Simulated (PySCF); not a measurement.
Molecule: `InChI=1S/C3H8OSi2/c1-4-6-3-2-5/h6H2,1,5H3`.

Mapped SMILES: `[CH3:1][O:2][SiH2:3][C:4]#[C:5][SiH3:6]` (H(Xn): hydrogen on atom n).

Geometry PBE0-D3(BJ)/def2-SVP throughout; GIAO in PySCF 2.14, gas phase, one conformer, non-relativistic; equivalent atoms averaged; basis pcSseg-1.

For orientation, LC-wPBE gives these absolute shieldings σ: C4 65.6, C5 70.7, C1 136.2, O2 345.1, Si3 399.7, Si6 451.0, H(Si3) 26.71, H(Si6) 27.29, H(C1) 27.74 ppm.

A run gave: C4 60.6, C5 66.7, C1 117.6, O2 314.7, Si3 395.9, Si6 428.7, H(Si3) 27.51, H(Si6) 28.00, H(C1) 28.07 ppm (absolute shieldings σ).

Which functional was used in that run?
A. WP04
B. B97-D
C. wB97X-D
D. KT2
E. BP86

Results:

A. H(Si3) tells them apart best: WP04 gives 27.51, wB97X-D gives 26.70, BP86 gives 26.28, B97-D gives 26.64, KT2 gives 26.21 ppm.
